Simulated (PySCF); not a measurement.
A series of derivatives of BSC

Parent skeleton `[BH2:1][S:2][CH3:3]`; one hydrogen on atom 1 is replaced by X. Hydrogens on one atom are averaged.

Theoretical values (PySCF): geometry: PBE0-D3(BJ)/def2-SVP, shielding tensors at PBE0/pcSseg-1 (GIAO). A single conformation, one averaged value for each set of equivalent atoms, non-relativistic, in vacuum.

Shifts are taken against calculated references (same method and geometry level): BF3·OEt2 for 11B; CS2 for 33S; 13C and 1H against TMS.

Parent (X = H): B1 67.9, S2 125.6, C3 25.8, H(B1) 6.89, H(C3) 2.46 ppm. Effects are Δδ = δ(X) − δ(H), positive for deshielding.

(1) Order these by the shift of H(B1), most shielded first.
A. X = NHCH3
B. X = cPent
C. X = SCH3
D. X = OiPr

(2) Order these by the shift of C3, most shielded first.
A. X = allyl
B. X = SCH3
C. X = NHSiH3
D. X = OCHF2

(3) Order these by the shift of B1, most shielded first.
A. X = NHCH3
B. X = SCH3
C. X = allyl
D. X = cPent
E. X = cBu
F. X = OiPr

Answers

(1) A (-1.62 ppm), D (-1.25 ppm), B (-0.24 ppm), C (-0.09 ppm).

(2) D (-12.6 ppm), A (-10.1 ppm), B (-8.3 ppm), C (-6.7 ppm).

(3) A (-26.8 ppm), F (-22.6 ppm), B (-5.8 ppm), C (-1.6 ppm), E (+1.9 ppm), D (+3.5 ppm).
